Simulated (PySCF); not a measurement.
Input of a run (PBE0-D3(BJ)/def2-SVP geometry optimisation, gas phase, def2 core potentials past Kr (PySCF 2.14.0)), started from GFN2-xTB:
```
{"job": {"xc": "PBE0", "basis": "def2-SVP", "d3": "d3bj", "grid": 1, "maxiter": 30, "shake": 0.01, "kind": "geom"}, "charge": 0, "multiplicity": 1}
C     -1.363850     0.923980     0.057440
Pb    -0.111970    -0.968860    -0.094280
As     2.515330    -0.661490     0.084190
H     -2.388760     0.652720     0.011360
H     -1.162380     1.599270    -0.786770
H     -1.185770     1.458770     0.985940
H     -0.680330    -2.084250     1.148180
H     -0.506150    -1.769400    -1.614100
H      2.539240     0.408180    -0.950510
H      2.395070     0.420160     1.137490
```

Output (energies in Eh, forces in Eh/bohr):
```
step   0  E = -2470.38027110  max force = 0.026648
step   1  E = -2470.38343077  max force = 0.007124
step   2  E = -2470.38366890  max force = 0.001392
step   3  E = -2470.38370759  max force = 0.000684
step   4  E = -2470.38371557  max force = 0.000942
step   5  E = -2470.38371372  max force = 0.000366
optimisation converged
```

Task: Summarise the run.

Result: The energy falls by 2.2 kcal/mol over 6 energy and gradient evaluations, the largest force component goes from 0.0266 to 3.7e-04 Eh/bohr, and the atoms move by 0.109 Å rms after alignment. Among the bonds, C1–Pb2 and As3–H9 change most and about equally (-0.038 to +0.039 Å). Bonds longer at the end by more than 0.005 Å: 7 of 9; shorter: 1. Among the angles that change most is C1–Pb2–As3, from 116.4° to 111.3°. The energy rose by more than 1e-6 Eh at step 5. The first step brought 92 % of the lowering.

Task: What are the final bond lengths?

Result: C1–Pb2 2.236 Å, Pb2–As3 2.683 Å, C1–H4 1.098 Å, C1–H5 1.098 Å, C1–H6 1.098 Å, Pb2–H7 1.771 Å, Pb2–H8 1.771 Å, As3–H9 1.528 Å, As3–H10 1.528 Å. Numbering counts from 1 in the input's order; the species is `[AsH2][PbH2][CH3]`.

The run used 107 basis functions and 38 SCF cycles in all. Hardware: an Intel Xeon at 2.50 GHz with one thread, shared host. Cost: 99 s wall, 89 s CPU, 0.45 GiB resident at most.

PBE0-D3(BJ)/def2-SVP frequencies: not computed here. One conformer, not necessarily the lowest.

Conformer computed: `[CH3:1][PbH2:2][AsH2:3]`: H–As3–Pb2–C1 -49°, H–As3–Pb2–C1 42°.
